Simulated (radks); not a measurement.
Values are calculated unless marked as measured or tabulated.
Effect of the nuclear size on the indium ion In2+, [Kr] 4d10 5s1. Code: a radial shooting solver on a logarithmic mesh with Libxc functionals. Model: Dirac Kohn-Sham, relativistic LDA (MacDonald-Vosko exchange, VWN5 correlation), spin-unpolarised, spherical densities, finite nucleus; Fermi nuclear charge, rms radius 4.6156 fm. The rms radius is varied about that value; shifts are against it.

| rms radius (fm) | total energy shift (eV) | density at nucleus (e/bohr^3) | 1s1/2 shift (meV) | 2s1/2 shift (meV) | 4s1/2 shift (meV) | 4p1/2 shift (meV) | 5s1/2 shift (meV) |
|---|---|---|---|---|---|---|---|
| 3.9602 | -0.951 | 1.767e+05 | -397 | -45.2 | -1.68 | 0.109 | -0.181 |
| 4.2371 | -0.564 | 1.75e+05 | -236 | -26.8 | -0.999 | 0.065 | -0.107 |
| 4.6156 | 0 | 1.728e+05 | 0.000 | 0.000 | 0.000 | 0.000 | 0.000 |
| 4.7541 | 0.217 | 1.72e+05 | 90.6 | 10.3 | 0.384 | -0.025 | 0.041 |
| 5.5064 | 1.49 | 1.683e+05 | 622 | 70.7 | 2.64 | -0.171 | 0.283 |

Slopes of the eigenvalues against <r^2> in GHz/fm^2, as finite differences over the two radii next to the reference (eigenvalue slopes, not the field-shift constants of lines): 1s1/2 17000, 2s1/2 1930, 4s1/2 71.9, 4p1/2 -4.67, 5s1/2 7.73.
